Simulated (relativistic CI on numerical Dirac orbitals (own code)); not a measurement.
**F VI: calculation against measurement**

Computed by Dirac-Coulomb-Breit CI, separate exchange-only KLI orbitals for each configuration, a model potential for QED, valence Slater integrals scaled by 0.85, P86 correlation energy added to each configuration (own radial code, finite nucleus).

Configurations in the expansion (outside the closed core 1s2): 2s2, 2s.2p, 2p2, 2p.3s, 2p.3p, 2s.3s, 2s.3p, 2s.3d, 2s.4s, 2s.4p, 2s.4d, 2s.4f, 2s.5s, 2s.5p, 2s.5d, 2s.5f, 2s.5g, 3s2, 3s.3p, 3p2. Levels of other configurations are missing.

```csv
Configuration,Term (tabulated),J,Measured (cm⁻¹),Computed,Error,Purity (%)
2s2,1S,0,0.0,0,0,95
2s.2p,3P°,1,96861.0,97795,934,100
2s.2p,3P°,2,97437.0,98360,923,100
2p2,3P,1,251635.0,253950,2315,100
2p2,3P,2,252145.0,254445,2300,100
2p2,1D,2,274597.0,277468,2871,99
2p2,1S,0,340424.0,335980,-4444,95
2s.3s,3S,1,747298.0,745434,-1864,98
2s.3s,1S,0,764392.0,760458,-3934,97
2s.3p,3P°,1,790326.0,789727,-599,97
2s.3p,3P°,2,790474.0,789862,-612,99
2s.3d,3D,3,812208.0,810665,-1543,99
2s.3d,1D,2,826853.0,825345,-1508,98
2p.3s,3P°,0,871160.0,871394,234,99
2p.3s,3P°,1,871441.0,871689,248,99
2p.3s,3P°,2,872078.0,872328,250,99
2p.3p,1P,1,895287.0,896778,1491,99
2p.3p,3D,2,900785.0,901701,916,99
2p.3p,3D,3,901397.0,902289,892,99
2p.3p,3S,1,909316.0,908748,-568,97
2p.3p,3P,1,915420.0,914046,-1374,100
2p.3p,3P,2,915770.0,914386,-1384,100
2p.3p,1D,2,925393.0,924980,-413,99
2p.3p,1S,0,934633.0,940565,5932,90
2s.4s,3S,1,989928.0,989036,-892,99
2s.4s,1S,0,997693.0,998248,555,93
2s.5s,3S,1,1093463.0,1092848,-615,100
2s.5p,1P°,1,1099409.0,1101983,2574,100
```

Measured levels from Moore, Atomic Energy Levels, vol. I, NSRDS-NBS 35 (1971 reprint of NBS Circular 467, 1949); pairs were made by configuration, J and term (by order where the table uses no LS term), so strongly mixed levels may be paired wrongly. The analysis dates from before 1960.

Mean error by configuration (cm⁻¹): 2s.2p 928; 2p2 760; 2s.3s -2899; 2s.3p -605; 2s.3d -1525; 2p.3s 244; 2p.3p 687; 2s.4s -169; 2s.5s -615; 2s.5p 2574. Over the excited levels the mean absolute error is 1562 cm⁻¹ (27 of the 35 excited levels that our extract of the source holds in range could be paired, and the others can miss by more), and the median relative error of those above 1,000 cm⁻¹ is 0.15 %.
